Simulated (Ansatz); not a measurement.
Mulliken charges of `[F][Sc]([Cl])[Cl]` from B3LYP/def2-TZVPP in Ansatz (PBE0-D4/def2-TZVP geometry).

```tsv
atom	x (Å)	y (Å)	z (Å)	charge (e)
F1	0.479	1.129	1.456	-0.393
Sc2	0.038	0.044	0.070	0.908
Cl3	0.985	-2.028	-0.055	-0.257
Cl4	-1.446	0.795	-1.492	-0.257
```

Problem. By hand: the dipole of these point charges (1 e Å = 4.8032 D).

Solution. Σ q r = (-0.035, -0.087, -0.111) e Å, of length 0.145 e Å = 0.70 D.

Problem. How does the dipole of the full density compare? (Estimate.)

Solution. Computed: (0.016, 0.040, 0.052) e Å, 0.32 D; the point charges give 2.19 times that, at 179° from its direction, so they point the opposite way.

Point charges leave out the atoms' own dipoles, such as those of lone pairs, and Mulliken's split depends on the basis, so the two needn't agree.

B3LYP here is the variant with VWN-RPA as its local correlation; programs differ in this.
